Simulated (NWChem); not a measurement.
System: CHBr₂F; SMILES FC(Br)Br

Here is an NWChem input.

```
start job
memory heap 200 mb stack 900 mb global 1100 mb
geometry units angstroms noautosym nocenter noautoz
  F      1.873383    -0.199839     0.000000
  C      0.688478     0.429953     0.000000
  Br    -0.309517    -0.022682    -1.620868
  Br    -0.309517    -0.022682     1.620868
  H      0.825265     1.527360     0.000000
end
basis spherical
  * library aug-cc-pvdz
end
dft
  xc b3lyp
  iterations 150
end
property
  response 1 0.0773
end
task dft property
```

The geometry was optimised at PBE-D3(BJ)/def2-SVP.

Field at 589 nm.

### Question
What results follow from this input? (B3LYP/aug-cc-pVDZ.) Quantities: isotropic polarisability (bohr³); anisotropy (bohr³).

### Answer
```yaml
isotropic polarisability (bohr³): 60.4
anisotropy (bohr³): 30.3
```
